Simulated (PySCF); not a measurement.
As: interval between two levels

As [Ar] 3d10 4s2 4p3 [4S3/2, M_J = 3/2] → As [Ar] 3d10 4s1 4p3 4d1 [6D9/2, M_J = 9/2], as a difference of total energies. All numbers are calculated (PySCF 2.14, the two-component X2C-1e Hamiltonian, in x2c-SVPall-2c with one added diffuse shell each of s, p, d type (6s7p4d, 47 functions)). Correlated levels: [Ne] frozen. "Screened" scales the spin-orbit matrix elements by Boettger's factors to mimic the two-electron term; Breit and QED terms are absent.

| method | interval between two levels (cm⁻¹) |
| --- | --- |
| GHF (spin-free) | 108800 |
| GMP2 (spin-free) | 119210 |
| GHF (screened spin-orbit) | 108810 |
| GMP2 (screened spin-orbit) | 119230 |

The labels give the starting determinants; with spin-orbit coupling the two ends relaxed to ⟨J²⟩ = 3.75, ⟨L²⟩ = 0.01, ⟨S²⟩ = 3.74 and ⟨J²⟩ = 24.76, ⟨L²⟩ = 6.01, ⟨S²⟩ = 8.75.

The promoted electron is Rydberg-like, and one or two diffuse shells describe it only roughly, which tends to raise the upper state.
